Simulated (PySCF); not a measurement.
Sn(Cl)3(NHMe) (CH₄Cl₃NSn), SMILES C[NH][Sn]([Cl])([Cl])[Cl].

The structure is a stationary point at B3LYP-D3(BJ)/def2-SVP. The def2 effective core potentials stand for the cores of Sn; spin–orbit coupling is left out. Other conformers were not sampled.

Level of theory: M06-2X/def2-TZVP in PySCF.

Gas-phase values at a fixed geometry.

Task: Estimate the frontier levels, gap, dipole moment and polarisability. (An estimate is asked for; the answer gives what the named calculation found.)

Result: 
| Property | Value |
|---|---|
| highest occupied level | -9.13 eV |
| lowest empty level | -1.68 eV |
| orbital gap | 7.45 eV |
| dipole moment | 2.92 D |
| quadrupole, principal values (traceless, Buckingham form, about the centre of nuclear charge) | -7.52, -1.07, 8.59 D·Å |
| mean static polarisability | 93.6 bohr³ (13.87 Å³) |
| polarisability, principal values | 88.2, 92.2, 100.5 bohr³ |
